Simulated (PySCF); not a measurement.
CsF (SMILES [F][Cs]), singlet, geometry from GFN2-xTB (such geometries of metal compounds can be far from the true shape) (core potentials on Cs). Base run: PySCF with M062X/def2-SV(P).

Input for PySCF:
```python
from pyscf import gto, scf, dft

mol = gto.Mole()
mol.atom = '''
    Cs   -0.000000   -0.000000   -0.324136
    F     0.000000    0.000000    1.980834
'''
mol.basis = 'def2-sv(p)'
mol.ecp = {'Cs': 'def2-sv(p)'}
mol.charge = 0
mol.spin = 0
mol.verbose = 4
mol.symmetry = True
mol.build()

mf = dft.RKS(mol)
mf.xc = 'm062x'
mf.kernel()
mf.analyze()
```

Each row names what was changed in the base input (with any setting that the change needs).

```tsv
change	ΔE vs base (eV)	point group used	SCF cycles
base	0.00	Coov	9
symmetry = off	0.00	C1	9
symmetry_subgroup = C2v	0.00	C2v	9
```
